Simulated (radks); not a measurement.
Values are calculated unless marked as measured or tabulated.
All-electron atom: Ce IV in [Xe] 4f1. Code: a radial shooting solver on a logarithmic mesh with Libxc functionals. Model: Dirac Kohn-Sham, PBE, spin-unpolarised, spherical densities, finite nucleus; open shells fill j = l - 1/2 first; Fermi nuclear charge, rms radius 4.8771 fm.

Normalised radial functions P(r) = r R(r) (large component), r in bohr:

| r | 4d3/2 | 4d5/2 | 4f7/2 |
|---|---|---|---|
| 0.002632 | 0.0001 | 0.0001 | 0.0000 |
| 0.003989 | 0.0003 | 0.0002 | 0.0000 |
| 0.006096 | 0.0010 | 0.0007 | 0.0000 |
| 0.009241 | 0.0029 | 0.0022 | 0.0000 |
| 0.01401 | 0.0084 | 0.0070 | 0.0000 |
| 0.02123 | 0.0240 | 0.0211 | 0.0002 |
| 0.03219 | 0.0652 | 0.0595 | 0.0010 |
| 0.04919 | 0.1645 | 0.1543 | 0.0045 |
| 0.07456 | 0.3538 | 0.3389 | 0.0171 |
| 0.113 | 0.6096 | 0.5949 | 0.0580 |
| 0.1713 | 0.7234 | 0.7215 | 0.1664 |
| 0.2597 | 0.3255 | 0.3471 | 0.3869 |
| 0.3937 | -0.6044 | -0.5709 | 0.6972 |
| 0.6016 | -1.2771 | -1.2633 | 0.9394 |
| 0.912 | -0.9967 | -1.0087 | 0.9095 |
| 1.382 | -0.3658 | -0.3794 | 0.6534 |
| 2.096 | -0.0563 | -0.0603 | 0.3407 |
| 3.177 | -0.0026 | -0.0029 | 0.1133 |
| 4.854 | 0.0000 | 0.0000 | 0.0177 |

4d3/2: eigenvalue -135.76 eV, 1 radial node at r = 0.305 bohr, <r> = 0.739 bohr, 90 % of the charge inside 1.11 bohr. 4d5/2: eigenvalue -132.45 eV, 1 radial node at r = 0.309 bohr, <r> = 0.748 bohr, 90 % of the charge inside 1.12 bohr. 4f7/2 (empty): eigenvalue -28.452 eV, 0 radial nodes, <r> = 1.07 bohr, 90 % of the charge inside 1.82 bohr.
